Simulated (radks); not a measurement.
The numbers below are computed, except where a source is named.
Task: Species: Gd XXXIX. Configuration: [Ar] 3d8. Level of theory: Dirac Kohn-Sham, exchange-only PBE, spin-unpolarised, spherical densities, finite nucleus; open shells fill j = l - 1/2 first; Fermi nuclear charge, rms radius 5.1569 fm (a radial shooting solver on a logarithmic mesh with Libxc functionals).

Spin-orbit splittings of the eigenvalues, e(l+1/2) - e(l-1/2), with zeta = 2 splitting/(2l+1) and mean radii in bohr:

shell  occ.  splitting (eV)  zeta (eV)  <r> j=l-1/2  <r> j=l+1/2
2p        6               ?          ?      0.07717      0.08394
3p        6           155.1      103.4       0.2254       0.2371
3d        8           34.93      13.97       0.2079       0.2115
4p        0           52.57      35.05       0.4637       0.4797

Estimate the 2p splitting.

Result: 701.0 eV (zeta = 467.3 eV).
